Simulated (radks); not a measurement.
Results of a calculation; reference values are marked as such.
The gold anion Au-, [Hg], held by a Watson sphere: a shell of charge +1 at radius R that stands for the Madelung well of a crystal (potential energy -1/R inside, -1/r outside, in hartree with lengths in bohr). Level of theory: scalar-relativistic Kohn-Sham, PBEsol, spin-polarised, spherical densities, finite nucleus; Fermi nuclear charge, rms radius of each element as measured or else 0.836 A^(1/3) + 0.57 fm (a radial shooting solver on a logarithmic mesh with Libxc functionals). Response by self-consistent Sternheimer equations with the Hartree and adiabatic LDA kernel, the relativistic mass of each level held fixed and spin-orbit coupling left out. The sphere does not respond.

| R (bohr) | e(5p) (eV) | e(5d) (eV) | e(6s) (eV) | <r> 6s (bohr) | sum of <r^2> (bohr^2) | X-ray form factor at sin(theta)/lambda = 0.3 1/angstrom | alpha (bohr^3) |
|---|---|---|---|---|---|---|---|
| 2.79 | -60.088 | -7.348 | -6.712 | 2.822 | 69.83 | 59.252 | 42.74 |
| 3.12 | -59.686 | -6.899 | -6.391 | 2.878 | 71.09 | 59.261 | 46.62 |
| 3.58 | -59.168 | -6.333 | -5.916 | 2.951 | 72.62 | 59.273 | 52.44 |
| 3.88 | -58.854 | -5.998 | -5.610 | 2.994 | 73.50 | 59.279 | 56.34 |
| 4.73 | -58.068 | -5.181 | -4.819 | 3.091 | 75.46 | 59.288 | 67.22 |
| 5.37 | -57.571 | -4.673 | -4.313 | 3.143 | 76.53 | 59.291 | 74.83 |
